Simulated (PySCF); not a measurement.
Al(Me)2(OH) cation (C2H7AlO), SMILES [CH3][Al]([CH3])[OH] (connectivity only; charge and spin as stated), charge +1, multiplicity 2. Atoms are numbered in the order given.

```xyz
11

Al     0.0863    -0.1652     0.1799
C     -1.5602    -1.1302    -0.1740
H     -1.5947    -1.4615    -1.2225
H     -2.4338    -0.4998     0.0491
H     -1.5340    -2.0018     0.5025
C     -0.0166     1.5402    -1.1598
H      0.9222     1.3016    -1.6839
H      0.0381     2.2923    -0.3571
H     -0.9431     1.4938    -1.7420
O      1.4562    -0.1539     1.0631
H      2.2352    -0.2057     1.6133
```
Charge +1, spin multiplicity 2.

Coordinates come from a ωB97X-D3(BJ)/def2-SVP optimisation. The multiplicity is an assumed one; no other spin state was optimised. The isomer is the one that the SMILES or the coordinates give; other isomers of the formula were not compared. One conformer was computed; it need not be the lowest.

These are PBE/pcH-1 run with PySCF values and carry that method's errors.

Unrestricted Kohn–Sham, ⟨S²⟩ = 0.754. Hyperfine tensors hold the contact and dipolar terms, without spin-orbit corrections.

**Question.** Estimate the hyperfine couplings. (An estimate is asked for; the answer gives what the named calculation found.)

**Answer.** 
```
nucleus     A(iso) (MHz)  A(iso) (G)  dipolar principal values (MHz)
----------  ------------  ----------  ------------------------------
27Al no. 1        -142.1       -50.7              -24.1, -23.0, 47.1
13C no. 2           54.7        19.5              -23.1, -23.0, 46.2
1H no. 3            -8.9        -3.2               -10.5, -0.5, 11.0
1H no. 4            -9.0        -3.2               -10.5, -0.5, 11.0
1H no. 5            50.8        18.1               -10.7, -3.4, 14.0
13C no. 6           45.8        16.3             -54.2, -53.9, 108.2
1H no. 7            -2.3        -0.8               -25.1, -3.1, 28.2
1H no. 8            -2.6        -0.9               -25.0, -3.1, 28.2
1H no. 9           -29.9       -10.7               -24.5, -2.4, 26.9
17O no. 10          -2.5        -0.9               -20.5, 10.0, 10.5
1H no. 11           -4.1        -1.4                 -6.1, -2.1, 8.3
```
